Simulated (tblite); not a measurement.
C₆H₁₂FO (doublet state).
Geometry (GFN2-xTB, Å), atoms numbered from 1 in this order:
```
atom  x, y, z in Å
C1    -0.8184    2.1240   -0.0483
O2    -0.8040    0.9381   -0.7162
C3    -0.4231   -0.2424   -0.0184
C4    -0.5115   -1.3568   -1.0656
C5    -1.3905   -0.5516    1.1329
C6     1.0066   -0.1006    0.5424
C7     2.0371    0.2190   -0.5321
F8     3.2522    0.4808    0.0578
H9    -1.1705    2.9352   -0.6544
H10   -0.9362    2.1513    1.0191
H11    0.0025   -1.0578   -1.9741
H12   -0.0715   -2.2739   -0.6859
H13   -1.5536   -1.5410   -1.3133
H14   -2.4158   -0.4837    0.7765
H15   -1.2625    0.1411    1.9603
H16   -1.2123   -1.5585    1.4989
H17    1.2846   -1.0218    1.0565
H18    1.0233    0.7141    1.2700
H19    2.2007   -0.6199   -1.2145
H20    1.7578    1.1152   -1.0946
```

Method: GFN2-xTB as coded in tblite; computed harmonic values from a numerical Hessian at the method's own geometry, unscaled. Against measured fundamentals such values can be off by several per cent, at times by over 20. One conformer, not necessarily the lowest. Open shells enter through the occupations alone, without spin polarisation, and single modes of such species can be off by tens of per cent.

Harmonic wavenumbers (cm⁻¹): 62.8, 72.7, 133.0, 161.6, 189.3, 206.6, 220.0, 268.1, 322.5, 338.1, 368.7, 416.2, 501.0, 509.3, 536.1, 781.3, 794.8, 896.0, 947.7, 956.4, 995.1, 1029.9, 1032.8, 1083.5, 1094.0, 1165.6, 1185.7, 1208.7, 1235.0, 1258.5, 1273.7, 1289.4, 1348.7, 1375.9, 1395.9, 1408.5, 1450.5, 1465.5, 1477.0, 1486.3, 1493.7, 1502.5, 2955.4, 2960.7, 2987.1, 2998.9, 3039.5, 3043.8, 3047.4, 3051.5, 3055.3, 3061.4, 3102.4, 3166.0.

A = 2725, B = 1328, C = 1148 MHz; mass 119.087 u (most abundant isotopes); point group C1, symmetry number 1; spin multiplicity 2.

**Question.** What is the zero-point energy?

**Answer.** Half the sum of the wavenumbers: 36704 cm⁻¹ = 104.94 kcal/mol.

**Question.** Entropy at 500 K, 1 bar (ideal gas, RRHO, classical rotation)?

**Answer.** Translation 42.83, rotation 30.28, vibration 50.54, spin (R ln 2) 1.38: S = 125.0 cal/(mol K).

**Question.** And Cp and H(500 K) − H(0)?

**Answer.** Cp = 57.92 cal/(mol K), of which vibrations give 49.97 (their classical limit is 54 R = 107.3); H(500 K) − H(0) = 17.08 kcal/mol without the zero-point energy, 13.11 from vibrations.

**Question.** Blend soft modes into free rotors: weight 1/[1 + (100 cm⁻¹/ν̃)⁴] for the oscillator and the rest for a rotor with moment μB/(μ + B), μ = h/(8π²ν), B = 10⁻⁴⁴ kg m². What vibrational entropy results?

**Answer.** 47.73 cal/(mol K) in place of 50.54, which changes −T·S at 500 K by +1.40 kcal/mol.

**Question.** How do the functions run with temperature in this model?

**Answer.** 
```tsv
T (K)	S (cal/(mol K))	Cp (cal/(mol K))	H − H(0) (kcal/mol)	G − H(0) (kcal/mol)	ln q(vib)
100	69.5	19.5	1.29	-5.66	1.43
200	86.4	30.0	3.79	-13.49	4.12
300	100.4	39.6	7.27	-22.84	6.87
800	156.7	76.6	37.50	-87.84	19.89
1000	174.7	84.9	53.70	-121.01	24.64
```

q(vib) and H(0) count from the zero-point level.

**Question.** What must be added to the electronic energy to get the Gibbs energy at 500 K and 1 bar?

**Answer.** ZPE + [H(500 K) − H(0)] − T·S = 104.94 + 17.08 − 62.51 = 59.51 kcal/mol.

Hindered rotation and anharmonicity are outside this model. Other conformers, if any are populated, would add a mixing term that is left out. The structure is chiral; the term R ln 2 for an equal mix with its mirror image is left out.
